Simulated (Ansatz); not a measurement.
Ansatz (a first-principles code) input (wB97M-V/cc-pV(T+d)Z): A basis named .json is the Basis Set Exchange file of that set (core-valence sets with the plain set on hydrogen).

Ansatz 0.2 input:
```yaml
crystal:
  periodic: [false, false, false]
  atoms:
    - {symbol: H, position_ang: [0.00000000, 0.00000000, 0.00000000]}
basis:
  gaussian:
    orbitals: cc-pV_T+d_Z.json
hamiltonian:
  xc: {name: wB97M-V}
magnetization: {spin_polarized: true, initial_magnetization: 1}
scf: {lower_state_search: full}
```

Output:

```
Functional definition: wB97M-V
integrals: 0.00 GiB planned
60 factors; their error is unknown
integrals: 0.03 GiB planned
21 factors; integrals over basis functions are off by at most 3.8e-5 eV
mean field: 0.05 GiB planned
mean field evaluation 1: about -13.4367 eV, gradient 9.1e-1 eV
mean field evaluation 2: about -13.4427 eV, gradient 1.1e-1 eV
mean field evaluation 4: about -13.4456 eV, gradient 2.3e-2 eV
mean field evaluation 8: about -13.4455 eV, gradient 4.4e-7 eV
mean field evaluation 16: about -13.4453 eV, gradient 1.4e-1 eV
mean field -13.44550676 eV, -0.4941132597 hartree, gradient 8.1e-7 eV, S^2 0.750000; 2 other end points of the search recorded, 0 dependent functions left out
reference -13.44552893 eV, -0.4941140744 hartree; 1, 0 occupied and 13, 14 virtual orbitals, 60 factors
Total energy: -13.44552893 eV, -0.4941140744 hartree
```
